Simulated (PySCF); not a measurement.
Positional isomers: thiophene mercapto+boryl. Isolated molecules, 0 K electronic values unless said otherwise. One relaxed conformer stands for each flexible species; it need not be the lowest. Strings in code marks are SMILES.

The four lowest singlet excitations (Tamm–Dancoff). All values below come from PBE-D3(BJ)/def2-TZVP // PBE0-D4/def2-SVP run with PySCF 2.14.0. Excitations are Tamm–Dancoff values on a coarser integration grid. The basis has no diffuse functions, so Rydberg states are missing or too high.

| state | energy (eV) | wavelength (nm) | oscillator strength |
|---|---|---|---|
| S1 | 3.23 | 384 | 0.066 |
| S2 | 4.45 | 278 | 0.000 |
| S3 | 4.57 | 271 | 0.117 |
| S4 | 4.95 | 250 | 0.038 |

Problem. Say which member gives these states.
(A) `Bc1ccsc1S`
(B) `Bc1sccc1S`
(C) `Bc1ccc(S)s1`
(D) `Bc1cc(S)cs1`

Solution. A, `Bc1ccsc1S`
